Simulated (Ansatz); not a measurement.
H2B2O, SMILES `BB=O` (charge 0, multiplicity 1).

Cartesian coordinates (Å):
```xyz
5

B     -0.6277     0.0074     0.3969
B      0.9393    -0.0111    -0.1734
O      2.0707    -0.0244    -0.5855
H     -1.2100    -1.0098     0.5831
H     -1.1722     1.0378     0.6207
```
Charge 0, spin multiplicity 1.

Frozen-core energies in 6-31g from Ansatz (a program for electronic structure) at a geometry from B3LYP-D3(BJ)/def2-TZVP; the HF reference has <S^2> = 0.00 and the T1 diagnostic is 0.022.

| level | energy (Ha) |
|---|---|
| HF | -125.35996 |
| MP2 | -125.59662 |
| CCSD | -125.60732 |
| CCSD(T) | -125.61545 |

**Question.** Estimate the energies of CCSDT, CCSDT(Q) and CCSDTQ, and give each level's difference from CCSDTQ.

**Answer.** 
```json
[
 {"level": "MP2", "energy (Ha)": "-125.59662", "difference from CCSDTQ (mHa)": "20.38"},
 {"level": "CCSD", "energy (Ha)": "-125.60732", "difference from CCSDTQ (mHa)": "9.68"},
 {"level": "CCSD(T)", "energy (Ha)": "-125.61545", "difference from CCSDTQ (mHa)": "1.55"},
 {"level": "CCSDT", "energy (Ha)": "-125.61633", "difference from CCSDTQ (mHa)": "0.66"},
 {"level": "CCSDT(Q)", "energy (Ha)": "-125.61716", "difference from CCSDTQ (mHa)": "-0.16"},
 {"level": "CCSDTQ", "energy (Ha)": "-125.61700", "difference from CCSDTQ (mHa)": "0.00"}
]
```
